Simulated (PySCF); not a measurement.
Isomers of C7H11ClSi.

All values: PBE0/pcSseg-1 (PySCF) at GFN2-xTB geometries, gas phase, one conformer each.

Question: Rank by LUMO energy, highest first.
A. `[CH3:1][C:2]#[C:3][Si@@H:4]([Cl:5])[CH2:6][CH:7]1[CH2:8][CH2:9]1` with C3–Si4–C6–C7 -61°, Si4–C6–C7–C8 153°
B. `[Cl:1][C@@H:2]1[SiH2:3][CH:4]=[C:5]1[CH:6]1[CH2:7][CH2:8][CH2:9]1` with C4–C5–C6–C7 116°, Cl1–C2–Si3–C4 -115°, C2–Si3–C4–C5 1°, C5–C6–C7–C8 -135°, C6–C7–C8–C9 12°
C. `[CH2:1]=[CH:2][C@:3]([CH3:4])([Cl:5])[C:6]1=[CH:7][SiH2:8][CH2:9]1` with C1–C2–C3–C4 -6°, C2–C3–C6–C7 -8°
D. `[CH3:1][CH2:2][CH2:3][C:4]1=[CH:5][CH:6]=[C:7]([Cl:8])[SiH2:9]1` with C1–C2–C3–C4 80°, C2–C3–C4–C5 105°

Answer: A (-0.06 eV), B (-0.37 eV), C (-0.75 eV), D (-1.64 eV).

Question: Rank by the lowest Hirshfeld charge on any atom, lowest value first.
A. `[CH3:1][C:2]#[C:3][Si@@H:4]([Cl:5])[CH2:6][CH:7]1[CH2:8][CH2:9]1` with C3–Si4–C6–C7 -61°, Si4–C6–C7–C8 153°
B. `[CH2:1]=[CH:2][SiH2:3][C@@:4]([CH3:5])([Cl:6])[C:7]#[C:8][CH3:9]` with C1–C2–Si3–C4 128°, C2–Si3–C4–C5 -179°
C. `[CH2:1]=[CH:2][C@:3]([CH3:4])([Cl:5])[C:6]1=[CH:7][SiH2:8][CH2:9]1` with C1–C2–C3–C4 -6°, C2–C3–C6–C7 -8°
D. `[CH3:1][CH2:2][CH2:3][C:4]1=[CH:5][CH:6]=[C:7]([Cl:8])[SiH2:9]1` with C1–C2–C3–C4 80°, C2–C3–C4–C5 105°
E. `[Cl:1][C@@H:2]1[SiH2:3][CH:4]=[C:5]1[CH:6]1[CH2:7][CH2:8][CH2:9]1` with C4–C5–C6–C7 116°, Cl1–C2–Si3–C4 -115°, C2–Si3–C4–C5 1°, C5–C6–C7–C8 -135°, C6–C7–C8–C9 12°

Answer: A (-0.186 e), C (-0.170 e), E (-0.150 e), B (-0.139 e), D (-0.118 e).

Question: Rank by HOMO energy, lowest first.
A. `[Cl:1][C@@H:2]1[SiH2:3][CH:4]=[C:5]1[CH:6]1[CH2:7][CH2:8][CH2:9]1` with C4–C5–C6–C7 116°, Cl1–C2–Si3–C4 -115°, C2–Si3–C4–C5 1°, C5–C6–C7–C8 -135°, C6–C7–C8–C9 12°
B. `[CH2:1]=[CH:2][SiH2:3][C@@:4]([CH3:5])([Cl:6])[C:7]#[C:8][CH3:9]` with C1–C2–Si3–C4 128°, C2–Si3–C4–C5 -179°
C. `[CH3:1][CH2:2][CH2:3][C:4]1=[CH:5][CH:6]=[C:7]([Cl:8])[SiH2:9]1` with C1–C2–C3–C4 80°, C2–C3–C4–C5 105°
D. `[CH2:1]=[CH:2][C@:3]([CH3:4])([Cl:5])[C:6]1=[CH:7][SiH2:8][CH2:9]1` with C1–C2–C3–C4 -6°, C2–C3–C6–C7 -8°

Answer: D (-7.60 eV), A (-7.45 eV), B (-7.21 eV), C (-6.34 eV).

All values together:

| SMILES | μ (D) | HOMO (eV) | LUMO (eV) | lowest IAO charge (e) | highest IAO charge (e) | lowest Hirshfeld charge (e) | highest Hirshfeld charge (e) |
| --- | --- | --- | --- | --- | --- | --- | --- |
| CC#C[Si@@H](Cl)CC1CC1 | 2.54 | -7.50 | -0.06 | -0.539 (C) | +0.952 (Si) | -0.186 (C) | +0.377 (Si) |
| C=C[SiH2][C@@](C)(Cl)C#CC | 2.07 | -7.21 | -0.36 | -0.436 (C) | +0.775 (Si) | -0.139 (C) | +0.325 (Si) |
| CCCC1=CC=C(Cl)[SiH2]1 | 2.28 | -6.34 | -1.64 | -0.415 (C) | +0.737 (Si) | -0.118 (C) | +0.333 (Si) |
| Cl[C@@H]1[SiH2]C=C1C1CCC1 | 2.18 | -7.45 | -0.37 | -0.441 (C) | +0.757 (Si) | -0.150 (C) | +0.338 (Si) |
| C=C[C@](C)(Cl)C1=C[SiH2]C1 | 1.94 | -7.60 | -0.75 | -0.538 (C) | +0.753 (Si) | -0.170 (C) | +0.346 (Si) |

Conformers: `[CH3:1][C:2]#[C:3][Si@@H:4]([Cl:5])[CH2:6][CH:7]1[CH2:8][CH2:9]1` with C3–Si4–C6–C7 -61°, Si4–C6–C7–C8 153°; `[CH2:1]=[CH:2][SiH2:3][C@@:4]([CH3:5])([Cl:6])[C:7]#[C:8][CH3:9]` with C1–C2–Si3–C4 128°, C2–Si3–C4–C5 -179°; `[CH3:1][CH2:2][CH2:3][C:4]1=[CH:5][CH:6]=[C:7]([Cl:8])[SiH2:9]1` with C1–C2–C3–C4 80°, C2–C3–C4–C5 105°; `[Cl:1][C@@H:2]1[SiH2:3][CH:4]=[C:5]1[CH:6]1[CH2:7][CH2:8][CH2:9]1` with C4–C5–C6–C7 116°, Cl1–C2–Si3–C4 -115°, C2–Si3–C4–C5 1°, C5–C6–C7–C8 -135°, C6–C7–C8–C9 12°; `[CH2:1]=[CH:2][C@:3]([CH3:4])([Cl:5])[C:6]1=[CH:7][SiH2:8][CH2:9]1` with C1–C2–C3–C4 -6°, C2–C3–C6–C7 -8°.
